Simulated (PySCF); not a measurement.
H₂P, charge -1, singlet, geometry from GFN2-xTB (in this run its highest filled SCF level lies above zero, so its values depend strongly on the basis, on diffuse functions most of all); SVWN5/3-21G in PySCF.

Input for PySCF:
```python
from pyscf import gto, scf, dft

mol = gto.M(
    atom='''
P    -0.001499    0.074311    0.082110
H     0.970783   -0.554794   -0.600600
H    -0.948298   -0.559867   -0.631046
''',
    basis='3-21g',
    charge=-1,
    spin=0,
    verbose=4,
    symmetry=True,
)

mf = dft.RKS(mol)
mf.xc = 'lda,vwn'
mf.kernel()
mf.analyze()
```

The log (banner, timings and long lists left out):

```
PySCF version 2.14.0

[INPUT] verbose = 4
[INPUT] num. atoms = 3
[INPUT] num. electrons = 18
[INPUT] charge = -1
[INPUT] spin (= nelec alpha-beta = 2S) = 0
[INPUT] symmetry True subgroup None
[INPUT] Mole.unit = angstrom
[INPUT] Symbol           X                Y                Z      unit          X                Y                Z       unit  Magmom
[...]
nuclear repulsion = 12.0848770221043
point group symmetry = Cs
symmetry origin: [0.00000000e+00 4.44641441e-07 4.44641441e-07]
symmetry axis x: [-0.01354048  0.670956    0.74137352]
symmetry axis y: [0.99987062 0.00264649 0.01586656]
symmetry axis z: [-0.00868373 -0.74149244  0.67090502]
num. orbitals of irrep A' = 14
num. orbitals of irrep A" = 3
number of shells = 11
number of NR pGTOs = 33
number of NR cGTOs = 17
basis = 3-21g
ecp = {}

******** <class 'pyscf.dft.rks_symm.SymAdaptedRKS'> ********
method = SymAdaptedRKS
initial guess = minao
damping factor = 0
level_shift factor = 0
DIIS = <class 'pyscf.scf.diis.CDIIS'>
diis_start_cycle = 1
diis_space = 8
diis_damp = 0
SCF conv_tol = 1e-09
SCF conv_tol_grad = None
SCF max_cycles = 50
direct_scf = True
direct_scf_tol = 1e-13
XC library pyscf.dft.libxc version 7.1.2
    S. Lehtola, C. Steigemann, M. J. T. Oliveira, and M. A. L. Marques,  SoftwareX 7, 1–5 (2018)
XC functionals = lda,vwn
    P. A. M. Dirac,  Math. Proc. Cambridge Philos. Soc. 26, 376 (1930)
    F. Bloch,  Z. Phys. 57, 545 (1929)
    S. H. Vosko, L. Wilk, and M. Nusair,  Can. J. Phys. 58, 1200 (1980)
radial grids:
    Treutler-Ahlrichs [JCP 102, 346 (1995); DOI:10.1063/1.469408] (M4) radial grids

becke partition: Becke, JCP 88, 2547 (1988); DOI:10.1063/1.454033
pruning grids: <function nwchem_prune>
grids dens level: 3
symmetrized grids: True
atomic radii adjust function: <function treutler_atomic_radii_adjust>
small_rho_cutoff = 0
Freeze 0 electrons in irreps []
    18 free electrons in irreps A' A"
Set gradient conv threshold to 3.16228e-05
Initial guess from minao.
tot grids = 38800
init E= -339.184787476657
HOMO (A") = -0.217447198404503  LUMO (A') = 0.00885048293519253  gap/eV = 6.15787
cycle= 1 E= -339.416006019489  delta_E= -0.231  |g|= 0.369  |ddm|= 1.52
HOMO (A") = 0.191052997728107  LUMO (A') = 0.343249843761357  gap/eV = 4.14149
cycle= 2 E= -339.408583011703  delta_E= 0.00742  |g|= 0.415  |ddm|= 1.48
HOMO (A") = 0.122655870346311  LUMO (A') = 0.300530568123804  gap/eV = 4.84022
cycle= 3 E= -339.469400593084  delta_E= -0.0608  |g|= 0.0128  |ddm|= 0.813
HOMO (A") = 0.119112860744412  LUMO (A') = 0.296550933407266  gap/eV = 4.82834
cycle= 4 E= -339.469467615788  delta_E= -6.7e-05  |g|= 0.00448  |ddm|= 0.0411
HOMO (A") = 0.119200308085631  LUMO (A') = 0.296845518302341  gap/eV = 4.83397
cycle= 5 E= -339.469478339705  delta_E= -1.07e-05  |g|= 6.53e-05  |ddm|= 0.0138
HOMO (A") = 0.119188274717737  LUMO (A') = 0.296844446859398  gap/eV = 4.83427
cycle= 6 E= -339.469478341027  delta_E= -1.32e-09  |g|= 8.15e-06  |ddm|= 0.000178
HOMO (A") = 0.119187925659812  LUMO (A') = 0.296843554704132  gap/eV = 4.83426
cycle= 7 E= -339.469478341066  delta_E= -3.87e-11  |g|= 3.88e-07  |ddm|= 3.24e-05
HOMO (A") = 0.119187767587404  LUMO (A') = 0.296843522801641  gap/eV = 4.83426
Extra cycle  E= -339.469478341066  delta_E= -5.68e-14  |g|= 4.29e-07  |ddm|= 1.23e-06
converged SCF energy = -339.469478341066
**** SCF Summaries ****
Total Energy =                        -339.469478341065894
Nuclear Repulsion Energy =              12.084877022104278
One-electron Energy =                 -500.304173104341942
Two-electron Energy =                  148.749817741171796
Two-electron Coulomb Energy =          171.628796270845726
DFT Exchange-Correlation Energy =      -22.878978529673930
HOMO-LUMO gap [eV] =                     4.834259333809220
Wave-function symmetry = A'
occupancy for each irrep:     A'   A"
                               7    2
**** MO energy ****
[...]
 ** Mulliken pop on meta-lowdin orthogonal AOs  **
 ** Mulliken pop  **
[...]
 ** Mulliken atomic charges  **
charge of    0P =     -0.92402
charge of    1H =     -0.03799
charge of    2H =     -0.03799

WARN: System has nonzero charge -1; the dipole moment is origin-dependent.
Location of origin: [0. 0. 0.]

Dipole moment(X, Y, Z, Debye):  0.02157, -1.06898, -1.18117
```
